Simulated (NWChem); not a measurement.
System: BHSF$_{2}$; SMILES FB(F)S

Input file for NWChem:

```
start job
memory heap 200 mb stack 900 mb global 1100 mb
geometry units angstroms noautosym nocenter noautoz
  B      0.009338    -0.473922     0.000000
  F      1.138358    -1.162611     0.000000
  F     -1.140551    -1.130903     0.000000
  S      0.087569     1.339934     0.000000
  H     -1.247301     1.533527     0.000000
end
basis spherical
  * library sto-3g
end
dft
  xc b3lyp
  iterations 150
end
property
  response 1 0.0773
end
task dft property
```

Output (shortened):

```
             Northwest Computational Chemistry Package (NWChem) 7.3.0
             --------------------------------------------------------

                             Geometry "geometry" -> ""
                             -------------------------

 Output coordinates in angstroms (scale by  1.889725989 to convert to a.u.)

  No.       Tag          Charge          X              Y              Z
 ---- ---------------- ---------- -------------- -------------- --------------
    1 B                    5.0000     0.00933800    -0.47392200     0.00000000
    2 F                    9.0000     1.13835800    -1.16261100     0.00000000
    3 F                    9.0000    -1.14055100    -1.13090300     0.00000000
    4 S                   16.0000     0.08756900     1.33993400     0.00000000
    5 H                    1.0000    -1.24730100     1.53352700     0.00000000

 Effective nuclear repulsion energy (a.u.)     144.3072076594

                              NWChem Property Module
                              ----------------------

                                 NWChem DFT Module
                                 -----------------

 Summary of "ao basis" -> "ao basis" (spherical)
 ------------------------------------------------------------------------------
       Tag                 Description            Shells   Functions and Types
 ---------------- ------------------------------  ------  ---------------------
 B                           sto-3g                  3        5   2s1p
 F                           sto-3g                  3        5   2s1p
 S                           sto-3g                  5        9   3s2p
 H                           sto-3g                  1        1   1s

            General Information
            -------------------
          SCF calculation type: DFT
          Wavefunction type:  closed shell.
          No. of atoms     :     5
          No. of electrons :    40
           Alpha electrons :    20
            Beta electrons :    20
          Charge           :     0
          Spin multiplicity:     1
          Use of symmetry is: off; symmetry adaption is: off
          Maximum number of iterations: 150
          AO basis - number of functions:    25
                     number of shells:    15
          Convergence on energy requested:  1.00D-06
          Convergence on density requested:  1.00D-05
          Convergence on gradient requested:  5.00D-04

              XC Information
              --------------
                         B3LYP Method XC Potential
                     Hartree-Fock (Exact) Exchange  0.200
                        Slater Exchange Functional  0.800 local
                    Becke 1988 Exchange Functional  0.720 non-local
              Lee-Yang-Parr Correlation Functional  0.810
                  VWN I RPA Correlation Functional  0.190 local

             Grid Information
             ----------------
          Grid used for XC integration:  medium
          Radial quadrature: Mura-Knowles
          Angular quadrature: Lebedev.
          Tag              B.-S. Rad. Rad. Pts. Rad. Cut. Ang. Pts.
          ---              ---------- --------- --------- ---------
          B                   0.85       49           7.0       434
          F                   0.50       49           9.0       434
          S                   1.00       88           7.0       590
          H                   0.35       45           7.0       434
          Grid pruning is: on
          Number of quadrature shells:   280
          Spatial weights used:  Erf1

      Superposition of Atomic Density Guess
      -------------------------------------

 Sum of atomic energies:        -613.73938842

      Non-variational initial energy
      ------------------------------

 Total energy =    -613.937750
 1-e energy   =   -1146.681488
 2-e energy   =     388.436531
 HOMO         =      -0.140134
 LUMO         =       0.349126

   convergence    iter        energy       DeltaE   RMS-Dens  Diis-err
 ---------------- ----- ----------------- --------- --------- ---------
 d= 0,ls=0.0,diis     1   -615.6715841134 -7.60D+02  7.67D-02  8.55D-01
 d= 0,ls=0.0,diis     2   -615.6428681821  2.87D-02  3.97D-02  1.31D+00
 d= 0,ls=0.0,diis     3   -615.8405550268 -1.98D-01  6.01D-03  5.08D-03
 d= 0,ls=0.0,diis     4   -615.8411878843 -6.33D-04  2.49D-03  2.12D-03
 d= 0,ls=0.0,diis     5   -615.8416308874 -4.43D-04  3.31D-04  4.13D-05
  Resetting Diis
 d= 0,ls=0.0,diis     6   -615.8416379165 -7.03D-06  1.08D-04  3.43D-06
 d= 0,ls=0.0,diis     7   -615.8416385719 -6.55D-07  3.95D-05  1.24D-07
 d= 0,ls=0.0,diis     8   -615.8416385798 -7.96D-09  1.82D-05  1.20D-07
 d= 0,ls=0.0,diis     9   -615.8416386034 -2.35D-08  3.35D-06  4.17D-09

         Total DFT energy =     -615.841638603363
      One electron energy =    -1144.844382998919
           Coulomb energy =      436.081401272775
    Exchange-Corr. energy =      -51.385864536599
 Nuclear repulsion energy =      144.307207659380

 Numeric. integr. density =       40.000002309101

                       DFT Final Molecular Orbital Analysis
                       ------------------------------------

 Vector   18  Occ=2.000000D+00  E=-2.384856D-01
              MO Center=  2.3D-01, -1.1D+00,  1.2D-11, r^2= 1.7D+00
   Bfn.  Coefficient  Atom+Function         Bfn.  Coefficient  Atom+Function
  ----- ------------  ---------------      ----- ------------  ---------------
     9      0.550654  2 F  py                 8      0.544100  2 F  px
    13      0.498181  3 F  px                14     -0.374580  3 F  py
    25      0.098303  5 H  s                 21     -0.088369  4 S  s
    22     -0.085531  4 S  px                23      0.034143  4 S  py
    18      0.030329  4 S  px                 3      0.026550  1 B  px

 Vector   19  Occ=2.000000D+00  E=-2.019367D-01
              MO Center= -3.9D-02,  3.1D-01,  6.6D-11, r^2= 3.0D+00
   Bfn.  Coefficient  Atom+Function         Bfn.  Coefficient  Atom+Function
  ----- ------------  ---------------      ----- ------------  ---------------
    23      0.595452  4 S  py                14      0.540263  3 F  py
     9      0.412668  2 F  py                21      0.286153  4 S  s
    22      0.271029  4 S  px                19     -0.194726  4 S  py
     4     -0.159572  1 B  py                 2     -0.155842  1 B  s
    18     -0.088619  4 S  px                25     -0.086361  5 H  s

 Vector   20  Occ=2.000000D+00  E=-1.500527D-01
              MO Center=  8.3D-02,  1.1D+00,  4.9D-11, r^2= 1.6D+00
   Bfn.  Coefficient  Atom+Function         Bfn.  Coefficient  Atom+Function
  ----- ------------  ---------------      ----- ------------  ---------------
    24      0.960330  4 S  pz                20     -0.301326  4 S  pz
    10     -0.230772  2 F  pz                15     -0.218696  3 F  pz
     5      0.138454  1 B  pz

 Vector   21  Occ=0.000000D+00  E= 1.519050D-01
              MO Center=  1.7D-02, -4.5D-01,  8.1D-10, r^2= 1.5D+00
   Bfn.  Coefficient  Atom+Function         Bfn.  Coefficient  Atom+Function
  ----- ------------  ---------------      ----- ------------  ---------------
     5      0.913421  1 B  pz                10     -0.425713  2 F  pz
    15     -0.422394  3 F  pz                24     -0.389795  4 S  pz
    20      0.112874  4 S  pz

 Vector   22  Occ=0.000000D+00  E= 2.550247D-01
              MO Center= -6.0D-01,  1.3D+00,  5.6D-11, r^2= 1.5D+00
   Bfn.  Coefficient  Atom+Function         Bfn.  Coefficient  Atom+Function
  ----- ------------  ---------------      ----- ------------  ---------------
    25      1.016474  5 H  s                 22      0.887609  4 S  px
    23     -0.381089  4 S  py                21     -0.364372  4 S  s
    18     -0.239807  4 S  px                 2     -0.215986  1 B  s
     3      0.211924  1 B  px                 4     -0.141490  1 B  py
    14      0.139148  3 F  py                12      0.112907  3 F  s

 Vector   23  Occ=0.000000D+00  E= 3.223862D-01
              MO Center= -3.3D-02,  1.9D-01, -8.3D-10, r^2= 1.7D+00
   Bfn.  Coefficient  Atom+Function         Bfn.  Coefficient  Atom+Function
  ----- ------------  ---------------      ----- ------------  ---------------
     2      1.138788  1 B  s                 23      0.786384  4 S  py
    21     -0.604712  4 S  s                  4      0.376906  1 B  py
    25      0.291402  5 H  s                 22      0.263677  4 S  px
     7     -0.261774  2 F  s                  9     -0.251193  2 F  py
    12     -0.248389  3 F  s                  1     -0.245168  1 B  s

     Multipole analysis of the density
     ---------------------------------

     L   x y z        total         alpha         beta         nuclear
     -   - - -        -----         -----         ----         -------
     0   0 0 0     -0.000000    -20.000000    -20.000000     40.000000

     1   1 0 0     -0.301749     -0.321664     -0.321664      0.341579
     1   0 1 0     -0.021605      0.025825      0.025825     -0.073255
     1   0 0 1      0.000000      0.000000      0.000000      0.000000

     2   2 0 0    -18.583957    -54.018361    -54.018361     89.452764
     2   1 1 0     -1.041673      0.122035      0.122035     -1.285744
     2   1 0 1      0.000000      0.000000      0.000000      0.000000
     2   0 2 0    -19.302666   -109.421404   -109.421404    199.540142
     2   0 1 1      0.000000      0.000000      0.000000      0.000000
     2   0 0 2    -17.872892     -8.936446     -8.936446      0.000000

 *** CALLING NEW AORESP DRIVER FOR CLOSED AND OPEN SHELLS ***
 Entering AOResponse driver routine

--------------------------------------------------------------------------------

          -----------------------------------------------
          Solving response equations for perturbing field
          -----------------------------------------------

 number of frequencies:     1
 frequency in a.u.:  0.7730000E-01
 Perturbing field: electric
 Using El. Dipole Length Gauge

 Setting up CPKS with frequency omega =      0.07730000 a.u.

                            NWChem Dynamic CPHF Module
                            --------------------------

    scftype = RHF
    nclosed =   20
      nopen =    0
  variables =      200
  num. vecs =        3
  tolerance =   1.0D-04
  max. iter =   50

 SCF residual:    1.2226836895197526E-005

Iterative solution of linear equations
  No. of variables      200
  No. of equations        3
  Maximum subspace       30
       Convergence  1.0D-04

   iter   nsub   residual    time
   ----  ------  --------  ---------
     1      3    5.63D+00       1.0
     2      6    8.03D-01       1.4
     3      9    9.81D-02       1.7
     4     12    9.28D-03       2.0
     5     15    3.06D-04       2.3
     6     18    1.71D-05       2.7

 Electric Dipole Response Matrix (nonzero elements):

              1        2        3
    1   16.0519  -2.1585   0.0000
    2   -2.1585  21.0195   0.0000
    3    0.0000   0.0000   3.8234

 ------------------------------------------
 average:        13.63159 + I       0.00000

 DFT Linear Response polarizability / au
 Frequency  =       0.0773000 / au
 Wavelength =     589.4353558 / nm
              X              Y              Z
 -----------------------------------------------
 X      16.0519132     -2.1585344      0.0000000
 Y      -2.1585466     21.0194974      0.0000000
 Z       0.0000000      0.0000000      3.8233713
 -----------------------------------------------
 Eigenvalues =      15.2450376     21.8263730      3.8233713
 Isotropic   =      13.6315940
 Anisotropic =      15.7777772
 -----------------------------------------------

 Magnetic Dipole Response Matrix (nonzero elements):

 Exiting AOResponse driver routine
```

Level: B3LYP/STO-3G. STO-3G and 3-21G are far too small for this property and stand as cheap habits. Structure relaxed at the B3LYP/6-31G* (spherical d) level.
